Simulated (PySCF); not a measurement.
Potential energy surface of BeCl2, singlet: symmetric bend, bond length relaxed. Scanned: Cl-Be-Cl angle. Other coordinates (Be-Cl bond length) were minimised at B3LYP/def2-TZVP. Each profile is relative to its own lowest point.

```csv
a / °,A,B,C
180,0.0,0.0,0.0
170,0.5,0.6,0.5
160,1.8,2.4,1.9
150,4.2,5.4,4.5
140,7.7,9.6,8.2
130,12.6,15.1,13.3
120,19.3,22.2,20.3
110,28.4,31.5,29.7
100,41.1,44.0,42.8
90,59.3,61.8,61.6
```

Energies in kcal/mol.

Match the curves with the methods restricted B3LYP/LANL2DZ, with its core potentials past Ne (PySCF); PySCF 2.14.0 with restricted BP86/6-31G*, spherical d; wB97X-V/cc-pVTZ run with PySCF 2.14.0.

A is RKS-BP86/6-31G*; B is RKS-B3LYP/LANL2DZ; C is wB97X-V.

The scan ran from 180.0 to 80.0; beyond the range shown the relaxed coordinates jump or full CI changes its symmetry label.
